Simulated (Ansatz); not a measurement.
Reactions of `N#[C][In]([F])[F]`.

Gas-phase electronic energies from Ansatz, PBE0-D4/def2-TZVP geometries. CBS: MP2 limit from def2 TZ/QZ plus the TZ coupled-cluster correction, frozen cores. This one scheme is used for every species, atoms too. DFT in def2-TZVPP. B3LYP here is the variant with VWN-RPA as its local correlation; programs differ in this. Open shells (•) are unrestricted, without spin–orbit coupling. Spin–orbit coupling would lower the free atoms: a little for C, F; strongly for In. def2 core potentials past Kr. Bonds to In, Sn are less sure, by a few kJ/mol each and by 10 to 20 or more in all where they break to atoms, as the def2 sets lack core-valence functions. One conformer a species, not always the lowest.

| reaction | CCSD(T)/CBS(def2) (kJ/mol) |
| --- | --- |
| `N#[C][In]([F])[F]` + H₂S → `[F][In]([F])[SH]` + `C#N` | ? |
| `N#[C][In]([F])[F]` + HCl → `N#[C][In]([F])[Cl]` + H–F | -65 |
| `N#[C][In]([F])[F]` + CH₃OH → `C[O][In]([F])[F]` + `C#N` | 8 |
| `N#[C][In]([F])[F]` + `CCO[SiH3]` → `[F][In]([F])[SiH3]` + `CCOC#N` | 118 |
| `N#[C][In]([F])[F]` + H–F → `[F][In]([F])[F]` + `C#N` | -11 |
| `N#[C][In]([F])[F]` + CH₃SH → `CSC#N` + `[F][InH][F]` | 34 |
| `N#[C][In]([F])[F]` → C• + 2 F• + In• + N• | ? |
| `N#[C][In]([F])[F]` + `[CH3][SnH2][N]=C=O` → `O=C=[N][In]([F])[F]` + `[CH3][SnH2][C]#N` | -7 |
| `N#[C][In]([F])[F]` + `N=C=O` → `O=C=[N][In]([F])[F]` + `C#N` | -28 |
| `N#[C][In]([F])[F]` + CH₃NH₂ → `C[NH][In]([F])[F]` + `C#N` | ? |

Task: Fill in the missing values. (An estimate is asked.)

Result: Computed: `N#[C][In]([F])[F]` + H₂S → `[F][In]([F])[SH]` + `C#N`: -69.8 kJ/mol; `N#[C][In]([F])[F]` → C• + 2 F• + In• + N•: +1939.8 kJ/mol; `N#[C][In]([F])[F]` + CH₃NH₂ → `C[NH][In]([F])[F]` + `C#N`: +9.0 kJ/mol.

Largest T1 diagnostic: 0.018, for `N=C=O`.
